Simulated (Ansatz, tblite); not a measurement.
Forces on the cluster Ba₁₃⁻ at its PBE/def2-SVP geometry. The state is a doublet with charge -1.

In the def2 sets Ba takes a core potential; there is no spin–orbit coupling. The xTB rows come from tblite. Single mean-field runs in def2-TZVP are fitted with def2-universal-jkfit. The structure comes from a short search, and lower isomers may exist.

GFN2-xTB (tblite), largest force 0.71 eV/Å:

```xyz
13
positions Å, forces eV/Å
Ba    3.119   -1.073   -2.741    0.468   -0.153   -0.386
Ba    1.191    1.684    3.767    0.196    0.244    0.540
Ba   -3.072    1.044    2.652   -0.517    0.180    0.456
Ba    3.649   -1.560    1.744    0.540   -0.245    0.265
Ba   -3.724    1.527   -1.747   -0.475    0.240   -0.248
Ba   -1.205   -1.649   -3.683   -0.195   -0.276   -0.613
Ba   -0.730    4.174    0.522   -0.103    0.633    0.068
Ba    0.737   -4.199   -0.525    0.110   -0.610   -0.065
Ba    3.457    2.563   -0.064    0.507    0.387   -0.014
Ba    0.050   -0.004    0.011   -0.042    0.000   -0.007
Ba    0.446    2.486   -3.454    0.067    0.385   -0.513
Ba   -0.444   -2.495    3.483   -0.054   -0.371    0.491
Ba   -3.473   -2.498    0.033   -0.502   -0.414    0.024
```

PBE/def2-TZVP (Ansatz), largest force 0.04 eV/Å:

```
Ba -0.011 0.005 0.012
Ba -0.002 -0.008 -0.013
Ba 0.014 -0.007 -0.014
Ba -0.022 0.010 -0.010
Ba 0.029 -0.017 0.015
Ba 0.004 0.013 0.021
Ba 0.004 -0.019 -0.005
Ba -0.002 0.017 0.003
Ba -0.016 -0.014 0.001
Ba -0.009 0.007 -0.007
Ba -0.001 -0.013 0.018
Ba 0.003 0.016 -0.020
Ba 0.010 0.010 -0.001
```
